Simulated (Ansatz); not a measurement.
CH6BCl2N, SMILES `C[B-]([NH3+])(Cl)Cl`. Total charge 0; spin multiplicity 1. The geometry is a stationary point of PBE0-D4/def2-TZVP. It is one conformer, not always the lowest.

```xyz
11

C     0.308   -0.938    0.949
B    -0.591    0.045    0.090
N     0.333    0.835   -0.989
Cl   -1.834   -0.819   -0.978
Cl   -1.349    1.419    1.076
H    -0.313   -1.468    1.673
H     1.078   -0.406    1.518
H     0.798   -1.699    0.332
H    -0.255    1.462   -1.533
H     1.043    1.388   -0.515
H     0.781    0.179   -1.624
```

Problem. What is the dipole moment at PBE/def2-TZVPP? (An estimate is asked.)

Solution. The calculation gave: 5.80 D, with components (4.72, 1.67, -2.93) D in this frame, pointing from negative to positive charge.

Problem. And with r2SCAN, B3LYP, ωB97M-V? (An estimate is asked.)

Solution. Computed: r2SCAN 5.97 D, B3LYP 5.93 D, ωB97M-V 5.97 D.

Problem. Give the Mulliken charges with PBE, B3LYP, ωB97M-V in def2-TZVPP. (Estimate.)

Solution. The calculation gave: 
```csv
atom,PBE,B3LYP,ωB97M-V
C1,-0.35,-0.33,-0.36
B2,0.08,0.15,0.00
N3,-0.11,-0.09,-0.04
Cl4,-0.25,-0.28,-0.22
Cl5,-0.25,-0.28,-0.22
H6,0.12,0.11,0.13
H7,0.09,0.08,0.10
H8,0.09,0.08,0.10
H9,0.20,0.19,0.18
H10,0.19,0.18,0.17
H11,0.19,0.18,0.17
```

B3LYP here is the variant with VWN-RPA as its local correlation; programs differ in this.
